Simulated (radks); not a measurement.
Values are calculated unless marked as measured or tabulated.
Species: I XXXVII. Configuration: [Ne] 3s1.75 3p5.25 (fractional occupations, a model configuration). Level of theory: scalar-relativistic Kohn-Sham, SCAN, spin-polarised, spherical densities, finite nucleus; open shells are filled with parallel spins first (spin-orbit coupling, left out, can overturn this in heavy ions); meta-GGA in the generalised Kohn-Sham scheme; Fermi nuclear charge, rms radius 4.75 fm (a radial shooting solver on a logarithmic mesh with Libxc functionals).

Normalised radial functions P(r) = r R(r), r in bohr:

```
   r/bohr * 3s down (the largest magnitude, 2.15, reaches the edge; | marks zero)
 0.001831                             |  *
 0.002272                             |   *
  0.00282                             |    *
 0.003528                             |    *
 0.004378                             |     *
 0.005434                             |      *
 0.006744                             |       *
 0.008437                             |        *
  0.01047                             |        *
    0.013                             |         *
  0.01626                             |        *
  0.02018                             |       *
  0.02504                             |    *
  0.03108                             | *
  0.03889                          *  |
  0.04826                     *       |
   0.0599                *            |
  0.07434             *               |
    0.093              *              |
   0.1154                    *        |
   0.1433                             | *
   0.1778                             |             *
   0.2224                             |                       *
   0.2761                             |                          *
   0.3426                             |                      *
   0.4286                             |             *
    0.532                             |     *
   0.6603                             | *
   0.8195                             *
```

3s down: eigenvalue -2663.1 eV, 2 radial nodes at r = 0.0340, 0.138 bohr, <r> = 0.286 bohr, 90 % of the charge inside 0.415 bohr.
